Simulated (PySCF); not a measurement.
Vertical excitations of a molecule H7NO2Si2 from TDDFT-LC-ωPBE/def2-SVPD (PySCF), as energy in eV (oscillator strength): 7.12 (0.119), 7.67 (0.037), 7.73 (0.072), 8.48 (0.018), 8.54 (0.088), 8.75 (0.058), 8.78 (0.065), 8.88 (0.000), 9.05 (0.001), 9.05 (0.351). Lowest triplet (TDA): 6.34 eV. Coordinates come from a r2SCAN-D4/def2-SVP optimisation. One conformer was computed; it need not be the lowest.

Q: Which structure fits?
A. N[Si](O)(O)[SiH3]
B. N[Si@H](O)O[SiH3]
C. N[SiH2][SiH](O)O
D. O[SiH](O)N[SiH3]

A: A, N[Si](O)(O)[SiH3]
